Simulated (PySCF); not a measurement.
## Spinor energies of V (vanadium, neutral)

Start: [Ar] 3d3 4s2; 3d3/2 filled at m_j = -1/2, +1/2, +3/2. Calculated with PySCF 2.14 in x2c-SVPall-2c with one added diffuse shell each of s, d type (6s5p4d1f, 48 functions): generalised Hartree-Fock with the X2C-1e Hamiltonian and a Gaussian nucleus; one run each with spin-orbit coupling (SO) switched off, then screened by Boettger's factors.

| spinor shell | electrons | ε, spin-free (eV) | ε, screened SO (eV) | weight of nominal j (screened SO) | rms radius, screened SO (bohr) |
| --- | --- | --- | --- | --- | --- |
| 1s1/2 | 2 | -5518.8 | -5518.8 | 1.000 | 0.0768 |
| 2s1/2 | 2 | -657.18 | -657.16 | 1.000 | 0.333 |
| 2p1/2 | 2 | -546.00 | -551.23 | 0.986 | 0.301 |
| 3s1/2 | 2 | -87.801 | -87.792 | 1.000 | 1.02 |
| 3p1/2 | 2 | -55.153 | -56.874 | 0.656 | 1.11 |
| 3p3/2 | 4 | -55.153 | -54.285 | 0.828 | 1.11 |
| 3d3/2 | 3 | -13.702 | -13.709 | 0.609 | 1.51 |
| 4s1/2 | 2 | -6.346 | -6.345 | 1.000 | 3.90 |

(1) Where does 2p3/2 lie, and what is the 2p spin-orbit splitting (screened SO)?

| quantity | spin-free | screened SO |
| --- | --- | --- |
| E (hartree) | -948.00297 | -948.00986 |
| M_J | 3/2 | 3/2 |
| ⟨J²⟩ | 6.768 | 6.704 |
| ⟨L²⟩ | 12.007 | 12.006 |
| ⟨S²⟩ | 3.761 | 3.761 |

The determinant has a definite M_J but mixes levels of different J.

Each row is a mean over spinors that exchange with the open shell spreads, by up to 9.254 eV (3p1/2).

Rows whose weight is well below 1 are mixtures of j = l ± 1/2: exchange outweighs spin-orbit coupling there, and the label is only the starting occupation.

Without spin-orbit coupling the j labels of p, d and f shells carry no meaning; the spin-free column gives the mean over the occupied spinors of each nl shell, and its ⟨J²⟩ belongs to a mixture of degenerate components.

Results:

(1) At -543.39 eV, 7.843 eV above 2p1/2.
